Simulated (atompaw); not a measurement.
Logarithmic derivatives: cerium, PAW (atompaw)

atompaw 4.2.0.5 input, output lines left out:

```
Ce 58
GGA-PBE scalarrelativistic loggrid 2001 logderivrange -4 5 226
6 6 5 4 0 0
6 0 1.75
6 1 0.25
5 2 1
4 3 1
0 0 0
c
c
c
c
c
v
c
c
c
v
v
c
c
v
v
3
3.00 2.30 2.00 2.00
y
1.9
n
n
y
0.15
n
y
2.55
n
custom polynom2 7 10 vanderbiltortho sinc
4 0 troulliermartins
3.00
3.00
2.30
3.00
3.00
3.00
1.75
1.75
```

The phase is arctan(r·u′/u) with u = r·R(r), unwrapped; energies in Ry, scanned from -4 to 5 Ry. A pole is an energy at which the radial function vanishes at the test radius. The pseudo phase is shifted by a multiple of π to meet the all-electron one at the reference energy, and phase errors are pseudo minus all-electron; the curves can meet again beyond the range given. Levels narrower than the energy grid can be missing from the lists of poles.

Task: For each channel, where are the poles, and over which energies does the pseudopotential scatter like the atom?

Result:

```csv
channel,radius (bohr),reference energy (Ry),"poles, all-electron","poles, pseudo",unbroken range about the reference energy with phases within 0.05 rad,phase error 1 Ry above the reference energy (rad)
s,3.01,-0.29,"-2.92, 2.74","1.70, 2.80",-2.5 to 1.7,-0.015
p,3.01,-0.11,"-1.52, 3.96","-1.52, 1.09",below 0.4,-1.645
d,3.01,-0.24,0.56,"0.56, 4.25",below 2.2,-0.000
f,3.01,-0.42,"-0.36, 3.17","-0.36, 3.17",the whole range,+0.002
```

Note: ghost state, extra bound levels that the all-electron valence spectrum of the same l lacks: s at -136.4 eV. A true bound ghost makes a file unfit for plane-wave use.

Phases in the f channel:

```tsv
E (Ry)	all-electron	pseudo
-4.00	1.413	1.413
-3.52	1.404	1.404
-3.04	1.393	1.393
-2.56	1.379	1.379
-2.08	1.361	1.361
-1.60	1.336	1.337
-1.12	1.296	1.297
-0.64	1.171	1.172
-0.16	-1.813	-1.812
0.32	-1.964	-1.962
0.80	-2.207	-2.203
1.28	-3.026	-3.015
1.76	-4.162	-4.159
2.24	-4.503	-4.502
2.72	-4.637	-4.637
3.20	-4.717	-4.716
3.68	-4.780	-4.778
4.16	-4.847	-4.841
4.64	-4.941	-4.924
```
